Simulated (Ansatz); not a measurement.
Frontier orbitals of FH3OSiZn, SMILES `F[SiH2][O][ZnH]`.

```xyz
7

F    -0.5796   -1.2533    1.3347
Si    0.6880   -0.7713    0.4750
O     0.2734    0.4338   -0.4966
Zn   -1.0661    1.4812   -0.9994
H     1.7138   -0.3387    1.4547
H     1.1377   -1.9520   -0.3013
H    -2.1673    2.4003   -1.4671
```

Total charge 0; spin multiplicity 1. For Zn the d shell is correlated and the shells below it are frozen. Scalar relativity is left out up to krypton. The geometry is a stationary point of PBE0-D4/def2-TZVP. It is one conformer, not always the lowest. Basis def2-TZVPP, the Gaussian-basis code of Ansatz.

| functional | HOMO (eV) | LUMO (eV) | gap (eV) |
| --- | --- | --- | --- |
| PBE | -6.99 | -1.35 | 5.64 |
| BLYP | -6.92 | -1.33 | 5.59 |
| r2SCAN | -7.32 | -0.98 | 6.34 |
| PBE0 | -8.40 | -0.48 | 7.92 |
| LC-ωPBE | -11.20 | 1.33 | 12.53 |
| ωB97M-V | -10.71 | 0.83 | 11.54 |

Against PBE, PBE0 changes HOMO and LUMO by −1.42 and +0.87 eV, ωB97M-V by −3.72 and +2.18 eV. A gap of 5.63 eV thus becomes 11.54 eV for the same molecule, so an orbital gap means little without its functional. A positive LUMO is unbound and depends on the basis.

LC-ωPBE has ω = 0.4 bohr⁻¹.
